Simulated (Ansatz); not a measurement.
All numbers were calculated with Ansatz.

A structure relaxed at PBE0-D4/def2-TZVP, charge 0, multiplicity 1:

| atom | x (Å) | y (Å) | z (Å) |
| --- | --- | --- | --- |
| C1 | 0.882 | 0.245 | 1.475 |
| Ge2 | -0.319 | -0.669 | 0.250 |
| C3 | -0.649 | 0.480 | -1.328 |
| N4 | -0.475 | 0.242 | -2.544 |
| Cl5 | -1.270 | 2.069 | -0.888 |
| H6 | 0.438 | 1.192 | 1.781 |
| H7 | 1.838 | 0.443 | 0.989 |
| H8 | 1.055 | -0.368 | 2.360 |
| H9 | -1.680 | -0.965 | 0.899 |
| H10 | 0.292 | -1.967 | -0.315 |
| H11 | -0.113 | -0.702 | -2.679 |

Give its formula and SMILES.

C2H6ClGeN, `[CH3][GeH2][C](=N)Cl`.

Summarise the bond lengths by kind.

2 × C–Ge 1.944 to 1.979 Å; 3 × C–H 1.090 to 1.091 Å; 2 × Ge–H 1.536 to 1.542 Å; 1 × C–N 1.251 Å; 1 × C–Cl 1.762 Å; 1 × H–N 1.020 Å.
